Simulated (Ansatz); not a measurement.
Coupled-cluster diagnostics for AlCu2⁺ (the lowest singlet isomer of a short search), Ansatz.

Geometry of the singlet (PBE-D4/def2-TZVP):

Cartesian coordinates in Å:
```
Cu 1.7113 0.9653 -1.1876
Cu -1.7113 -0.9653 1.1876
Al 0.0000 0.0000 0.0000
```

Correlated methods freeze 23 core orbitals. At PBE0-D4/def2-TZVP a singlet of charge 1 lies 1.15 eV below the triplet, each at its own geometry. At PBE0-D4/def2-TZVP a singlet of charge 1 lies 4.81 eV below the quintet, each at its own geometry. The structure comes from a short search, and lower isomers may exist.

Geometry of the charge 1 triplet (PBE-D4/def2-TZVP):

```xyz
3

Cu   -1.276   -0.080   -0.643
Cu    0.774   -1.140    0.387
Al    0.502    1.220    0.256
```

Geometry of the charge 1 quintet (PBE-D4/def2-TZVP):

Cartesian coordinates in Å:
```
Cu -1.108 0.198 0.976
Cu 1.148 -0.936 0.152
Al -0.040 0.739 -1.127
```

Problem. Estimate the CCSD(T) correlation energy, the shares of MP2 and (T), T1 and the reference's ⟨S²⟩ for: charge 1, singlet, own geometry in def2-TZVPP; charge 1, triplet, own geometry in def2-TZVPP; charge 1, quintet, own geometry in def2-TZVPP; and the rough time on 2 threads of Arm Neoverse V2 on a shared host.

Solution. 
| state | basis | correlation (eV) | MP2 share (%) | (T) share (%) | T1 | ⟨S²⟩ (pure) | wall time | remarks |
| --- | --- | --- | --- | --- | --- | --- | --- | --- |
| charge 1, singlet, own geometry | def2-TZVPP | -26.554 | 108.4 | 4.6 | 0.028 | 0.00 (0.00) | 8 s | – |
| charge 1, triplet, own geometry | def2-TZVPP | -26.138 | 108.2 | 4.7 | 0.033 | 2.03 (2.00) | 25 s | – |
| charge 1, quintet, own geometry | def2-TZVPP | -25.181 | 107.4 | 4.8 | 0.065 | 6.02 (6.00) | 29 s | large T1 |
Customary marks for T1 are 0.02 (closed shells), 0.045 (open shells) and about 0.05 (3d metals). T1 exceeds 0.02 in 3 of 3 rows and 0.045 in 1; the higher it lies, the less the single-reference result can be trusted.
